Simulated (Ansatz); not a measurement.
C3H6OSi can be A, `[SiH3]C1=CCO1`, or B, `C#COC[SiH3]`.

Gas-phase electronic energies from Ansatz, PBE0-D4/def2-TZVP geometries. CCSD(T)/CBS is the MP2 limit (def2-TZVPP, def2-QZVPP) plus CCSD(T) − MP2 in def2-TZVPP, frozen cores. DFT in def2-TZVPP. One conformer a species, not always the lowest.

A:

Z-matrix (Å, degrees):
```
C
O 1 1.456
C 1 1.964 2 45.1
C 1 1.497 2 88.2 3 0.0
H 1 1.093 2 110.6 3 118.6
H 1 1.093 2 110.6 3 -118.5
Si 3 1.864 1 171.9 2 0.0
H 4 1.077 1 136.3 2 -180.0
H 7 1.484 3 106.9 1 180.0
H 7 1.485 3 110.3 1 -60.3
H 7 1.485 3 110.3 1 60.2
```

B:

```xyz
11

C    -1.405    1.894   -1.113
C    -1.267    0.719   -0.913
O    -1.136   -0.550   -0.720
C    -0.408   -0.921    0.474
Si    1.436   -0.468    0.420
H    -1.529    2.931   -1.306
H    -0.903   -0.478    1.344
H    -0.522   -2.005    0.541
H     1.635    1.001    0.439
H     2.050   -1.052   -0.799
H     2.048   -1.071    1.633
```

(1) Which isomer does CCSD(T)/CBS put lower? Give the gap. (An estimate is asked.)

(2) Give E(B) − E(A) in kJ/mol with B2PLYP, CCSD/def2-TZVPP, PBE-D4, PBE0-D4, MP2/def2-TZVPP, ωB97M-V, HF/def2-TZVPP. (Best estimate.)

Largest T1 diagnostic: 0.014.

Answers

(1) The calculation gave: A, by 87.2 kJ/mol.

(2) Computed: B2PLYP 78.7, CCSD/def2-TZVPP 83.7, PBE-D4 98.7, PBE0-D4 100.1, MP2/def2-TZVPP 86.2, ωB97M-V 87.3, HF/def2-TZVPP 63.1. None reverses the order clearly.

In def2-TZVPP, CCSD(T) changes the Hartree–Fock value by +23.7 kJ/mol (the triples alone add +3.2 kJ/mol) and MP2 by +23.1 kJ/mol.
